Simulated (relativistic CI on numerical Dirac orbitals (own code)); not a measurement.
## One change at a time: Sm50+

Base calculation: Dirac-Coulomb-Breit CI, KLI orbitals optimised for each configuration, QED by a radiative potential, unscaled Slater integrals.

Configurations in the expansion (outside the closed core [Ne]): 3s², 3s3p, 3p², 3s3d, 3d², 3p3d, 3p4s, 3d4s, 3s4s, 3s4p, 3s4d, 3s4f, 3s5s, 3s5p, 3s5d, 3s5f, 4s², 3s5g, 3s6s, 3s6p, 3s6d. Levels of other configurations are missing.

Variants: (1) valence Slater integrals scaled by 0.9; (2) Breit term removed. Shifts of the energy above 3s² ¹S0, in eV, for the lowest level and the first level of each name with at least 55 % of one term (blank where a level changes its place among those of its configuration and J or its character, or is not in the variant):

| Level | Base | Δ(1) | Δ(2) |
| --- | --- | --- | --- |
| 3s² ¹S0 | 0.000 | 0.000 | 0.000 |
| 3s3p ³P°0 | 105.897 | +0.498 | -2.224 |
| 3s3p ³P°1 | 117.635 | -0.443 | -2.008 |
| 3p² ³P0 | 254.930 | -1.079 | -4.438 |
| 3s3p ³P°2 | 266.505 | +0.546 | -0.007 |
| 3s3p ¹P°1 | 297.465 | -2.505 | -0.120 |
| 3p² ¹D2 | 403.269 | +0.654 | -1.674 |
| 3p² ³P1 | 404.425 | +0.055 | -2.379 |
| 3s3d ³D1 | 438.804 | -0.302 | +0.708 |
| 3s3d ³D2 | 446.475 | -0.940 | +0.818 |
| 3s3d ³D3 | 475.135 | -0.291 | +2.160 |
| 3s3d ¹D2 | 489.400 | -1.881 | +1.605 |
| 3p3d ³F°2 | 553.329 | +0.756 | -1.301 |
| 3p² ³P2 | 573.366 | -1.142 | -0.096 |

At this charge energies of transitions that change n are usually good to better than 1 %, and those within a shell (Δn = 0) to a few per cent.

Ionisation energy from the two ground configurations alone: base 4548.25 eV; Breit term removed 4551.57 eV. The NIST ASD value (theoretical) is 4548 eV.

LS names give the leading component of a level, which can be under half, so a name can repeat, a term be missing and a line seem to break the LS rules.
